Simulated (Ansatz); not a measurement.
`C=CCCCCCCCCC[SeH]`. Total charge 0; singlet. Geometry PBE-D4/def2-SVP.

Cartesian coordinates in Å:
```
C -6.0735 0.6734 1.4559
C -4.8510 1.1651 1.7217
C -3.6417 1.0123 0.8440
C -2.5138 0.1967 1.4998
C -1.2547 0.0869 0.6360
C -0.1521 -0.7620 1.2775
C 1.1172 -0.9236 0.4304
C 1.9302 0.3646 0.2476
C 3.2788 0.1706 -0.4598
C 3.1704 -0.2554 -1.9309
C 4.5358 -0.4254 -2.5899
Se 4.4740 -0.8710 -4.5161
H -6.2782 0.1228 0.5218
H -6.9160 0.8030 2.1534
H -4.6916 1.7124 2.6705
H -3.9345 0.5392 -0.1189
H -3.2424 2.0211 0.5872
H -2.8967 -0.8201 1.7386
H -2.2483 0.6531 2.4803
H -1.5221 -0.3485 -0.3538
H -0.8748 1.1101 0.4190
H 0.1200 -0.3235 2.2650
H -0.5667 -1.7694 1.5024
H 1.7717 -1.6882 0.9050
H 0.8368 -1.3415 -0.5622
H 1.3324 1.1179 -0.3122
H 2.1140 0.8111 1.2500
H 3.8585 1.1183 -0.4042
H 3.8795 -0.5832 0.0988
H 2.6086 -1.2111 -2.0116
H 2.5768 0.4945 -2.4979
H 5.1168 0.5201 -2.5599
H 5.1463 -1.1952 -2.0763
H 3.7905 -2.1750 -4.3112
```

Task: Estimate the orbital energies around the gap (eV) in Ansatz with PBE-D4/def2-SVP, PBE-D4/def2-TZVP, PBE0-D4/def2-SVP, PBE0-D4/def2-TZVP, r2SCAN0-D4/def2-TZVP.

Result: 
```
orbital  PBE-D4/def2-SVP  PBE-D4/def2-TZVP  PBE0-D4/def2-SVP  PBE0-D4/def2-TZVP  r2SCAN0-D4/def2-TZVP
 HOMO−5            -7.69             -7.76             -9.09              -9.11                 -9.31
 HOMO−4            -7.47             -7.52             -8.86              -8.86                 -9.05
 HOMO−3            -7.35             -7.42             -8.74              -8.77                 -8.96
 HOMO−2            -7.28             -7.35             -8.55              -8.56                 -8.74
 HOMO−1            -6.10             -6.20             -7.26              -7.31                 -7.45
   HOMO            -5.09             -5.28             -6.32              -6.45                 -6.62
   LUMO            -0.56             -0.83              0.39               0.06                  0.24
 LUMO+1            -0.52             -0.77              0.50               0.28                  0.41
 LUMO+2             0.44              0.03              1.42               0.96                  1.23
 LUMO+3             0.87              0.31              1.74               1.12                  1.53
 LUMO+4             1.16              0.59              2.04               1.41                  1.82
 LUMO+5             1.21              0.71              2.11               1.53                  1.97
```
